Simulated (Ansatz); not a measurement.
ClH2InN (`[NH2][In][Cl]`) radical, relaxed with UKS PBE0-D4/def2-TZVP in Ansatz 0.2.0 from a PBE-D4/def2-SVP geometry. The force threshold is 0.005 eV/Å; the program also tests the step.

Charge 0, multiplicity 2. In: def2 effective core potential.

Start:

```xyz
5

N     0.428   -0.423    0.787
In    0.226    0.126   -1.285
Cl   -2.098    0.405   -1.913
H     1.427   -0.446    1.054
H     0.018    0.339    1.358
```

Question: How much energy does the relaxation release, and in how many steps? (Best estimate.)

Answer: Computed: 5.43 kJ/mol, in 8 steps.

Question: Which bonds change most? (An estimate is asked.)

Answer: Computed: N1–In2 from 2.153 to 2.072 Å; In2–Cl3 from 2.423 to 2.369 Å; N1–H4 from 1.035 to 1.015 Å; N1–H5 from 1.037 to 1.017 Å.

Question: Give the relaxed structure. (Estimate.)

Answer: Computed: 
```xyz
5

N     0.463   -0.400    0.750
In    0.209    0.008   -1.266
Cl   -2.040    0.476   -1.844
H     1.432   -0.347    1.046
H    -0.064    0.263    1.313
```
